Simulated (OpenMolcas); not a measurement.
F2+: effect of the active space

```json
{
  "Program": "OpenMolcas",
  "Method": "SS-CASPT2 or its RAS form, IPEA 0.25 Eh, imaginary shift 0.1 Eh",
  "Basis": "ANO-RCC",
  "Scalar Hamiltonian": "DKH2, point nucleus",
  "Spin-orbit coupling": "RASSI with atomic mean-field integrals over the reference wave functions, term energies averaged over their components"
}
```

A. 5 electrons in 8 orbitals (2s 2p 3s 3p); 2S+1 = 4 odd, 1 root; 2S+1 = 2 odd, 8 roots; 2S+1 = 4 even, 3 roots; 2S+1 = 2 even, 9 roots; closed shells correlated: 1s; CASPT2 step of the order of 23 core-seconds
B. 3 electrons in 9 orbitals (RAS2 2p; RAS3 3s 3d, at most 1 electron); 2S+1 = 4 odd, 1 root; 2S+1 = 2 odd, 8 roots; 2S+1 = 4 even, 3 roots; 2S+1 = 2 even, 3 roots; closed shells correlated: 1s 2s; CASPT2 step about 8 core-seconds
C. 5 electrons in 9 orbitals (RAS2 2s 2p; RAS3 3d, at most 2 electrons); 2S+1 = 4 odd, 1 root; 2S+1 = 2 odd, 8 roots; 2S+1 = 4 even, 3 roots; 2S+1 = 2 even, 9 roots; closed shells correlated: 1s; CASPT2 step of the order of 30 core-seconds

Energies in cm-1 above 2s2 2p3 4S* 3/2.

```json
{"Level": "2s2 2p3 4S* 3/2", "A": "0.0", "B": "0.0", "C": "0.0"}
{"Level": "2s2 2p3 2D* 3/2", "A": "34700", "B": "34610", "C": "34470"}
{"Level": "2s2 2p3 2D* 5/2", "A": "34720", "B": "34620", "C": "34480"}
{"Level": "2s2 2p3 2P* 1/2", "A": "51940", "B": "56050", "C": "52060"}
{"Level": "2s2 2p3 2P* 3/2", "A": "51960", "B": "56060", "C": "52060"}
```

Among A to C the level of the table that moves most is 2s2 2p3 2P* 1/2, by 4100 cm-1 (lowest in A, highest in B). Moves below CASPT2's spread within the term are not significant.

Term energies are means over components that CASPT2 splits; among the terms shown or strongly mixed into the levels shown the widest spread is 130 cm-1 (2s2 2p3 2D*, B). Active for correlation alone: 3p 3s; no level in the range computed is led by a configuration that fills them, so any true level of that kind is missing (holds for A). With the s shell closed, the reference lacks s² → p² mixing (holds for B). Active for correlation alone: 3d; no level in the range computed is led by a configuration that fills it, so any true level of that kind is missing (holds for C). Levels of configurations outside the active space are missing. The table leaves out levels that lie high or whose names do not pair safely across all columns.

* marks odd parity.
